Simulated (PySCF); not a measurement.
Cd(Me)(GeH3), SMILES [CH3][Cd][GeH3] at its PBE0/def2-SVP optimised geometry (Å):

```
9

Cd    -0.3146    -0.0869     0.0000
C     -2.4422    -0.0867     0.0000
H     -2.8313     0.8657    -0.3922
H     -2.8317    -0.2230     1.0208
H     -2.8319    -0.9023    -0.6286
Ge     2.2349    -0.0869     0.0000
H      2.8317    -1.2267     0.8588
H      2.8317    -0.2605    -1.4165
H      2.8319     1.2267     0.5577
```

Computed with PBE0/def2-TZVP, def2 effective core potentials past Kr (PySCF 2.14.0). The core electrons that the potentials of Cd replace are not part of the density. Cells within 0.4 Å of a nucleus heavier than hydrogen are left out (blank, or x).

Map of the HOMO−1 amplitude (bohr^(-3/2)) on the plane z = 0.0 Å; orbital energy -8.65 eV, overall sign arbitrary:

```
|4444444444444444444444444444444|
|4444444444444444444444444444444|
|4444444444444444444444444444444|
|4444444444444444444444444444444|
|4444444444444444444444444444444|
|4444444444444444444444444444444|
|4444444444444444444444444444444|
|4444444444444444444444444444444|
|4444444444444444444444444444444|
|4444444444445555544444444444444|
|4444444444555555555444443444444|
|4444433445555666555544433344444|
|4444333345566666665554433334444|
|4443332356666676666655433334444|
|4443321268775343566664433334444|
|4443320xx9873xxx36665xx43333444|
|4443321xx98740xx46665xx33333444|
|4443322357766666666655433334444|
|4444333345666676666554433334444|
|4444433445556666655554433344444|
|4444444444555555555544444444444|
|4444444444455555555444444444444|
|4444444444444455444444444444444|
|4444444444444444444444444444444|
|4444444444444444444444444444444|
|4444444444444444444444444444444|
|4444444444444444444444444444444|
|4444444444444444444444444444444|
|4444444444444444444444444444444|
|4444444444444444444444444444444|
|4444444444444444444444444444444|
```
Scale: ten equal steps from -0.150 (start of '0') to 0.180 (end of '9'), in the order '0123456789'; x runs from -5.00 to 5.00, y from -5.00 (bottom) to 5.00 (top).
